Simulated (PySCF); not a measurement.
LaO (SMILES [O]=[La]), doublet, geometry from GFN2-xTB (such geometries of metal compounds can be far from the true shape) (core potentials on La), with bond 1-2 at 1.4 times its length; CASSCF(5,4)/def2-SVP run with PySCF.

PySCF was given this input:
```python
from pyscf import gto, scf, mcscf
import numpy

mol = gto.M(
    atom='''
La    0.000000    0.000000   -1.057567
O     0.000000    0.000000    1.772980
''',
    basis='def2-svp',
    ecp={'La': 'def2-svp'},
    charge=0,
    spin=1,
    verbose=4,
)

mf = scf.ROHF(mol)
mf.kernel()
mc = mcscf.CASSCF(mf, 4, 5)
mc.fix_spin_(ss=0.75)
mc.kernel()
occ = numpy.linalg.eigvalsh(mc.fcisolver.make_rdm1(mc.ci, mc.ncas, mc.nelecas))[::-1]
ss = mc.fcisolver.spin_square(mc.ci, mc.ncas, mc.nelecas)[0]
print('natural occupations', occ.round(4), ' <S^2>', round(ss, 4))
```

Question: Predict the main parts of the log of this PySCF run.

Answer: 
```
PySCF version 2.14.0

[INPUT] verbose = 4
[INPUT] num. atoms = 2
[INPUT] num. electrons = 19
[INPUT] charge = 0
[INPUT] spin (= nelec alpha-beta = 2S) = 1
[INPUT] symmetry False subgroup None
[INPUT] Mole.unit = angstrom
[INPUT] Symbol           X                Y                Z      unit          X                Y                Z       unit  Magmom
[...]
nuclear repulsion = 16.4518005039167
number of shells = 18
number of NR pGTOs = 81
number of NR cGTOs = 46
basis = def2-svp
ecp = {'La': 'def2-svp'}

******** <class 'pyscf.scf.rohf.ROHF'> ********
method = ROHF
initial guess = minao
damping factor = 0
level_shift factor = 0
DIIS = <class 'pyscf.scf.diis.CDIIS'>
diis_start_cycle = 1
diis_space = 8
diis_damp = 0
SCF conv_tol = 1e-09
SCF conv_tol_grad = None
SCF max_cycles = 50
direct_scf = True
direct_scf_tol = 1e-13
num. doubly occ = 9  num. singly occ = 1
Set gradient conv threshold to 3.16228e-05
init E= -102.044694288829
[...]
cycle= 1 E= -105.327572921334  delta_E= -3.28  |g|= 1.11  |ddm|= 7.03
[...]
cycle= 2 E= -98.4922848522496  delta_E= 6.84  |g|= 2.63  |ddm|=  3.1

WARN: HOMO 1.27384566551206 >= LUMO -0.12437797202066

cycle= 3 E= -103.512506162582  delta_E= -5.02  |g|= 1.38  |ddm|= 4.21
[...]
cycle= 4 E= -105.445147772355  delta_E= -1.93  |g|= 0.842  |ddm|= 2.66
[...]
cycle= 5 E= -105.445811386788  delta_E= -0.000664  |g|=  0.9  |ddm|= 0.585
[...]
cycle= 6 E= -105.445199666892  delta_E= 0.000612  |g|= 0.902  |ddm|= 0.019
[...]
cycle= 7 E= -105.447383124781  delta_E= -0.00218  |g|= 0.897  |ddm|= 0.053
[...]
cycle= 8 E= -105.505713250327  delta_E= -0.0583  |g|= 0.77  |ddm|= 0.492
[...]
cycle= 9 E= -105.599846890625  delta_E= -0.0941  |g|= 0.579  |ddm|= 0.357
[...]
cycle= 10 E= -105.643154112402  delta_E= -0.0433  |g|= 0.503  |ddm|= 0.356
[...]
cycle= 11 E= -105.683038435291  delta_E= -0.0399  |g|= 0.354  |ddm|= 0.219
[...]
cycle= 12 E= -105.718063182663  delta_E= -0.035  |g|= 0.106  |ddm|= 0.524
[...]
cycle= 13 E= -105.721094355404  delta_E= -0.00303  |g|= 0.0258  |ddm|= 0.0834
[...]
cycle= 14 E= -105.722042804661  delta_E= -0.000948  |g|= 0.0192  |ddm|= 0.0509
[...]
cycle= 15 E= -105.723860073165  delta_E= -0.00182  |g|= 0.0179  |ddm|= 0.109
[...]
cycle= 16 E= -105.726429559236  delta_E= -0.00257  |g|= 0.0239  |ddm|= 0.224
[...]
cycle= 17 E= -105.726502854782  delta_E= -7.33e-05  |g|= 0.0135  |ddm|= 0.0444
[...]
cycle= 18 E= -105.727219807688  delta_E= -0.000717  |g|= 0.00644  |ddm|= 0.123
[...]
cycle= 19 E= -105.727389791855  delta_E= -0.00017  |g|= 0.00331  |ddm|= 0.0721
[...]
cycle= 20 E= -105.727445729082  delta_E= -5.59e-05  |g|= 0.00303  |ddm|= 0.0327
[...]
cycle= 21 E= -105.727560920249  delta_E= -0.000115  |g|= 0.00308  |ddm|= 0.0846
[...]
cycle= 22 E= -105.727740467489  delta_E= -0.00018  |g|= 0.00439  |ddm|= 0.115
[...]
cycle= 23 E= -105.727670881168  delta_E= 6.96e-05  |g|= 0.00613  |ddm|= 0.0377
[...]
cycle= 24 E= -105.727594706599  delta_E= 7.62e-05  |g|= 0.00789  |ddm|= 0.041
[...]
cycle= 25 E= -105.72738443769  delta_E= 0.00021  |g|= 0.0101  |ddm|= 0.129
[...]
cycle= 26 E= -105.727834773098  delta_E= -0.00045  |g|= 0.00548  |ddm|= 0.261
[...]
cycle= 27 E= -105.727912360436  delta_E= -7.76e-05  |g|= 0.00615  |ddm|= 0.0358
[...]
cycle= 28 E= -105.727753481144  delta_E= 0.000159  |g|= 0.005  |ddm|= 0.077
[...]
cycle= 29 E= -105.727577681938  delta_E= 0.000176  |g|= 0.00513  |ddm|= 0.109
[...]
cycle= 30 E= -105.727703039186  delta_E= -0.000125  |g|= 0.00576  |ddm|= 0.0905
[...]
cycle= 31 E= -105.727587038464  delta_E= 0.000116  |g|= 0.0061  |ddm|= 0.0794
[...]
cycle= 32 E= -105.727647109556  delta_E= -6.01e-05  |g|= 0.00608  |ddm|= 0.0426
[...]
cycle= 33 E= -105.727580664581  delta_E= 6.64e-05  |g|= 0.00625  |ddm|= 0.0431
[...]
cycle= 34 E= -105.727509294677  delta_E= 7.14e-05  |g|= 0.00669  |ddm|= 0.0475
[...]
cycle= 35 E= -105.727543394968  delta_E= -3.41e-05  |g|= 0.00632  |ddm|= 0.023
[...]
cycle= 36 E= -105.727671434616  delta_E= -0.000128  |g|= 0.00471  |ddm|= 0.0777
[...]
cycle= 37 E= -105.728107352851  delta_E= -0.000436  |g|= 0.00867  |ddm|= 0.201
[...]
cycle= 38 E= -105.727565397178  delta_E= 0.000542  |g|= 0.00694  |ddm|= 0.253
[...]
cycle= 39 E= -105.727681155764  delta_E= -0.000116  |g|= 0.00654  |ddm|= 0.0854
[...]
cycle= 40 E= -105.727639790204  delta_E= 4.14e-05  |g|= 0.00648  |ddm|= 0.0396
[...]
cycle= 41 E= -105.727633260721  delta_E= 6.53e-06  |g|= 0.00646  |ddm|= 0.00456
[...]
cycle= 42 E= -105.727536444726  delta_E= 9.68e-05  |g|= 0.00705  |ddm|= 0.0628
[...]
cycle= 43 E= -105.727542726097  delta_E= -6.28e-06  |g|= 0.00672  |ddm|= 0.0332
[...]
cycle= 44 E= -105.727586901109  delta_E= -4.42e-05  |g|= 0.00627  |ddm|= 0.0284
[...]
cycle= 45 E= -105.727850708484  delta_E= -0.000264  |g|= 0.00724  |ddm|= 0.164
[...]
cycle= 46 E= -105.72786942007  delta_E= -1.87e-05  |g|= 0.00745  |ddm|= 0.0899
[...]
cycle= 47 E= -105.727723756489  delta_E= 0.000146  |g|= 0.00674  |ddm|= 0.0938
[...]
cycle= 48 E= -105.727710520381  delta_E= 1.32e-05  |g|= 0.00708  |ddm|= 0.00792
[...]
cycle= 49 E= -105.727708486278  delta_E= 2.03e-06  |g|= 0.00694  |ddm|= 0.00755
[...]
cycle= 50 E= -105.727927200777  delta_E= -0.000219  |g|= 0.0094  |ddm|= 0.126
SCF not converged.
SCF energy = -105.727927200777

******** <class 'pyscf.mcscf.mc1step.CASSCF'> ********
CAS (3e+2e, 4o), ncore = 7, nvir = 35
max_cycle_macro = 50
max_cycle_micro = 4
conv_tol = 1e-07
conv_tol_grad = None
orbital rotation max_stepsize = 0.02
orbital rotation threshold for CI restart = 0.01
augmented hessian ah_max_cycle = 30
augmented hessian ah_conv_tol = 1e-12
augmented hessian ah_linear dependence = 1e-14
augmented hessian ah_level shift = 1e-08
augmented hessian ah_start_tol = 2.5
augmented hessian ah_start_cycle = 3
augmented hessian ah_grad_trust_region = 3
kf_trust_region = 3
kf_interval = 4
ci_response_space = 4
ci_grad_trust_region = 3
with_dep4 0
natorb = False
canonicalization = True
sorting_mo_energy = False
ao2mo_level = 2
internal_rotation = False
******** <class 'pyscf.fci.addons.SpinPenaltyFCISolver'> ********
max. cycles = 50
conv_tol = 1e-08
davidson only = True
linear dependence = 1e-12
level shift = 0.001
max iter space = 12
nroots = 1
pspace_size = 400
spin = None
CASCI E = -105.730176997692  S^2 = 0.7500000
Set conv_tol_grad to 0.000316228
macro iter   1 ( 21 JK    4 micro), CASSCF E = -105.752169702241  dE = -2.19927045e-02  S^2 = 0.7500000
               |grad[o]|=0.0683  |grad[c]|=0.0257  |ddm|=0.0567  |maxRot[o]|=0.228
macro iter   2 ( 21 JK    4 micro), CASSCF E = -105.800471655822  dE = -4.83019536e-02  S^2 = 0.7500000
               |grad[o]|=0.206  |grad[c]|=0.0288  |ddm|=0.0866  |maxRot[o]|= 0.17
macro iter   3 ( 19 JK    4 micro), CASSCF E = -105.807972781976  dE = -7.50112615e-03  S^2 = 0.7500000
               |grad[o]|=0.0856  |grad[c]|=0.00906  |ddm|=0.0835  |maxRot[o]|=0.102
macro iter   4 ( 18 JK    4 micro), CASSCF E = -105.808136110185  dE = -1.63328209e-04  S^2 = 0.7500000
               |grad[o]|=0.00629  |grad[c]|=0.00118  |ddm|=0.0208  |maxRot[o]|=0.0909
macro iter   5 (  7 JK    2 micro), CASSCF E = -105.808140380992  dE = -4.27080694e-06  S^2 = 0.7500000
               |grad[o]|=0.00076  |grad[c]|=0.00163  |ddm|=0.000881  |maxRot[o]|=0.0699
macro iter   6 (  7 JK    2 micro), CASSCF E = -105.827252402225  dE = -1.91120212e-02  S^2 = 0.7500000
               |grad[o]|=0.000534  |grad[c]|=0.00177  |ddm|=0.00243  |maxRot[o]|=0.0699
macro iter   7 ( 19 JK    4 micro), CASSCF E = -105.834648447890  dE = -7.39604567e-03  S^2 = 0.7500000
               |grad[o]|=0.0947  |grad[c]|=0.0124  |ddm|=0.0108  |maxRot[o]|=0.107
macro iter   8 ( 10 JK    3 micro), CASSCF E = -105.834695877035  dE = -4.74291444e-05  S^2 = 0.7500000
               |grad[o]|=0.00655  |grad[c]|=0.00161  |ddm|=0.00125  |maxRot[o]|=0.104
macro iter   9 ( 12 JK    3 micro), CASSCF E = -105.834707312597  dE = -1.14355626e-05  S^2 = 0.7500000
               |grad[o]|=0.00125  |grad[c]|=0.00735  |ddm|=0.000115  |maxRot[o]|=0.0967
macro iter  10 (  7 JK    2 micro), CASSCF E = -105.834713856842  dE = -6.54424407e-06  S^2 = 0.7500000
               |grad[o]|=0.000608  |grad[c]|=0.00411  |ddm|=6.83e-05  |maxRot[o]|=0.0699
macro iter  11 (  7 JK    2 micro), CASSCF E = -105.834718623278  dE = -4.76643646e-06  S^2 = 0.7500000
               |grad[o]|=0.000465  |grad[c]|=0.00435  |ddm|=0.000107  |maxRot[o]|=0.0699
macro iter  12 (  7 JK    2 micro), CASSCF E = -105.834721888096  dE = -3.26481847e-06  S^2 = 0.7500000
               |grad[o]|=0.0004  |grad[c]|=0.00476  |ddm|=0.000224  |maxRot[o]|=0.0699
macro iter  13 (  7 JK    2 micro), CASSCF E = -105.834724175969  dE = -2.28787256e-06  S^2 = 0.7500000
               |grad[o]|=0.000358  |grad[c]|=0.00585  |ddm|=0.000328  |maxRot[o]|=0.0699
macro iter  14 (  7 JK    2 micro), CASSCF E = -105.834726022628  dE = -1.84665934e-06  S^2 = 0.7500000
               |grad[o]|=0.000322  |grad[c]|=0.00943  |ddm|=0.000278  |maxRot[o]|=0.0698
macro iter  15 (  7 JK    2 micro), CASSCF E = -105.834727156179  dE = -1.13355088e-06  S^2 = 0.7500000
               |grad[o]|=0.000238  |grad[c]|=0.00959  |ddm|=0.000163  |maxRot[o]|=0.0654
macro iter  16 (  7 JK    2 micro), CASSCF E = -105.834727954789  dE = -7.98609307e-07  S^2 = 0.7500000
               |grad[o]|=0.000249  |grad[c]|=0.00835  |ddm|=0.000239  |maxRot[o]|=0.0645
macro iter  17 (  7 JK    2 micro), CASSCF E = -105.834728564745  dE = -6.09955976e-07  S^2 = 0.7500000
               |grad[o]|=0.000272  |grad[c]|=0.00799  |ddm|=0.00012  |maxRot[o]|=0.069
macro iter  18 (  7 JK    2 micro), CASSCF E = -105.834729036051  dE = -4.71306208e-07  S^2 = 0.7500000
               |grad[o]|=0.00032  |grad[c]|=0.00558  |ddm|=0.000124  |maxRot[o]|=0.0601
macro iter  19 ( 12 JK    3 micro), CASSCF E = -105.834725826060  dE =  3.20999035e-06  S^2 = 0.7500000
               |grad[o]|=0.000164  |grad[c]|=0.00186  |ddm|=0.000549  |maxRot[o]|=0.0571
macro iter  20 ( 21 JK    4 micro), CASSCF E = -105.834726505189  dE = -6.79128362e-07  S^2 = 0.7500000
               |grad[o]|=0.000699  |grad[c]|=0.000263  |ddm|=2e-05  |maxRot[o]|=0.00553
macro iter  21 (  7 JK    2 micro), CASSCF E = -105.834728004937  dE = -1.49974869e-06  S^2 = 0.7500000
               |grad[o]|=0.000426  |grad[c]|=0.000457  |ddm|=4.97e-05  |maxRot[o]|=0.0383
macro iter  22 (  7 JK    2 micro), CASSCF E = -105.834729533599  dE = -1.52866205e-06  S^2 = 0.7500000
               |grad[o]|=0.000284  |grad[c]|=0.00131  |ddm|=8.67e-05  |maxRot[o]|=0.0518
macro iter  23 (  5 JK    1 micro), CASSCF E = -105.834730253464  dE = -7.19864218e-07  S^2 = 0.7500000
               |grad[o]|=0.000143  |grad[c]|=0.00185  |ddm|=9.93e-05  |maxRot[o]|=0.0516
macro iter  24 (  3 JK    1 micro), CASSCF E = -105.834730304335  dE = -5.08709093e-08  S^2 = 0.7500000
               |grad[o]|=3.34e-05  |grad[c]|=0.000213  |ddm|=5.29e-05  |maxRot[o]|=0.0155
macro iter  25 (  1 JK    1 micro), CASSCF E = -105.834730304528  dE = -1.93381311e-10  S^2 = 0.7500000
               |grad[o]|=1.53e-05  |grad[c]|=1.34e-05  |ddm|=3.52e-06  |maxRot[o]|=    0
1-step CASSCF converged in  25 macro (253 JK  62 micro) steps
CASSCF canonicalization
Density matrix diagonal elements [1.0000037  1.97085862 1.94257038 0.0865673 ]
CASSCF energy = -105.834730304528
CASCI E = -105.834730304528  E(CI) = -5.75658802374087  S^2 = 0.7500000
natural occupations [1.9999 1.9135 1.0001 0.0865]  <S^2> 0.75
```

Convergence was not reached.
